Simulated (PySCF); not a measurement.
# Electron correlation in Al⁺ (aluminium, charge +1)

[Ne] 3s2, closed-shell 1S. Calculation: PySCF 2.14, in pcseg-2 (5s4p2d1f, 34 functions); no relativity, point nucleus. Frozen: [Ne]; 2 electrons correlated.

Total MP2 correlation energy: -27.07 mhartree.

Same-spin part 0.00 and opposite-spin part -27.07 mhartree; SCS-MP2 scales them by 1/3 and 6/5 to -32.48 mhartree.

With two correlated electrons CCSD is exact within the correlated space (frozen core and kept virtual orbitals).

```
level  correlation energy (mhartree)
 CCSD                         -38.90
```

Diagnostics: T1 = 0.0084, D1 = 0.0119, largest double amplitude 0.111.

Cost of the coupled-cluster step: 0.11 s of wall time on 1 thread of Neoverse-N1 (shared host), for 2 correlated electrons.

Iterations:

```
CC2 = 0
CCSD nocc = 1, nmo = 29
frozen orbitals [0, 1, 2, 3, 4]
max_cycle = 100
direct = 0
conv_tol = 1e-08
conv_tol_normt = 1e-06
diis_space = 8
diis_start_cycle = 0
Init t2, MP2 energy = -241.69217722042  E_corr(MP2) -0.0270659544492144
Init E_corr(CCSD) = -0.027065954449219
cycle = 1  E_corr(CCSD) = -0.0337088870539384  dE = -0.0066429326  norm(t1,t2) = 0.0490518
cycle = 2  E_corr(CCSD) = -0.0364705442599853  dE = -0.00276165721  norm(t1,t2) = 0.0228783
cycle = 3  E_corr(CCSD) = -0.0389062062084296  dE = -0.00243566195  norm(t1,t2) = 0.0111132
cycle = 4  E_corr(CCSD) = -0.0388929977354526  dE = 1.3208473e-05  norm(t1,t2) = 0.000508804
cycle = 5  E_corr(CCSD) = -0.0389029096634779  dE = -9.91192803e-06  norm(t1,t2) = 4.16264e-05
cycle = 6  E_corr(CCSD) = -0.0388997558075744  dE = 3.1538559e-06  norm(t1,t2) = 1.26632e-05
cycle = 7  E_corr(CCSD) = -0.0388999341551177  dE = -1.78347543e-07  norm(t1,t2) = 1.20176e-06
cycle = 8  E_corr(CCSD) = -0.0388999988563515  dE = -6.47012338e-08  norm(t1,t2) = 3.21074e-07
cycle = 9  E_corr(CCSD) = -0.0389000008206717  dE = -1.96432017e-09  norm(t1,t2) = 3.20078e-08
CCSD converged
E(CCSD) = -241.7040112667914  E_corr = -0.0389000008206717
```
